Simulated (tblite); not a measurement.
Species: C6H7S (charge -1).
Z-matrix (Å and degrees, GFN2-xTB geometry), rows numbered from 1:
```
C 
S   1  1.8413
C   2  1.7596  1  100.81
C   3  1.3996  2  125.57  1   -89.87
C   4  1.3860  3  107.10  2   178.60
C   5  1.4007  4  108.44  3     0.35
C   6  1.3860  5  108.45  4     0.04
H   1  1.0872  2  108.89  3   -60.66
H   1  1.0872  2  108.18  3   179.24
H   1  1.0872  2  108.80  3    59.15
H   4  1.0809  3  125.76  2    -1.09
H   5  1.0837  4  125.82  3  -179.58
H   6  1.0837  5  125.73  4  -179.79
H   7  1.0809  3  125.74  2     0.98
```

Calculated harmonic vibrations of the isolated species, GFN2-xTB (tblite), most abundant isotopes, no scaling. Against measured fundamentals such values can be off by several per cent, at times by over 20. One conformer, not necessarily the lowest.

Harmonic wavenumbers (cm⁻¹): 56.4, 101.8, 116.7, 267.1, 287.2, 456.4, 548.6, 564.4, 659.0, 749.5, 749.6, 774.6, 785.0, 817.3, 877.7, 913.7, 921.6, 1060.9, 1085.8, 1105.1, 1208.8, 1252.3, 1290.7, 1418.4, 1420.1, 1461.3, 1466.5, 1473.2, 1484.9, 2989.9, 3005.3, 3005.4, 3007.8, 3017.6, 3036.2, 3049.1.

A = 5473, B = 1421, C = 1336 MHz; mass 111.027 u (most abundant isotopes); point group Cs, symmetry number 1.

Question: What is the zero-point energy?

Answer: ½Σν̃ = 23243 cm⁻¹ = 66.45 kcal/mol.

Question: Entropy at 273.15 K, 1 bar (ideal gas, RRHO, classical rotation)?

Answer: Translation 39.62, rotation 27.57, vibration 16.68: S = 83.9 cal/(mol K).

Question: And Cp and H(273.15 K) − H(0)?

Answer: Cp = 26.62 cal/(mol K), of which vibrations give 18.67 (their classical limit is 36 R = 71.5); H(273.15 K) − H(0) = 4.61 kcal/mol without the zero-point energy, 2.43 from vibrations.

Question: How do the functions run with temperature in this model?

Answer: 
| T (K) | S (cal/(mol K)) | Cp (cal/(mol K)) | H − H(0) (kcal/mol) | G − H(0) (kcal/mol) | ln q(vib) |
| --- | --- | --- | --- | --- | --- |
| 100 | 64.6 | 14.5 | 1.12 | -5.34 | 1.10 |
| 200 | 76.5 | 20.9 | 2.87 | -12.43 | 2.72 |
| 300 | 86.5 | 28.8 | 5.35 | -20.59 | 4.35 |
| 500 | 104.6 | 42.7 | 12.58 | -39.74 | 7.76 |
| 800 | 127.8 | 55.5 | 27.51 | -74.72 | 12.89 |
| 1000 | 140.8 | 60.9 | 39.17 | -101.60 | 16.13 |

q(vib) and H(0) count from the zero-point level.

Question: What must be added to the electronic energy to get the Gibbs energy at 273.15 K and 1 bar?

Answer: ZPE + [H(273.15 K) − H(0)] − T·S = 66.45 + 4.61 − 22.91 = 48.15 kcal/mol.

Hindered rotation and anharmonicity are outside this model. Other conformers, if any are populated, would add a mixing term that is left out.
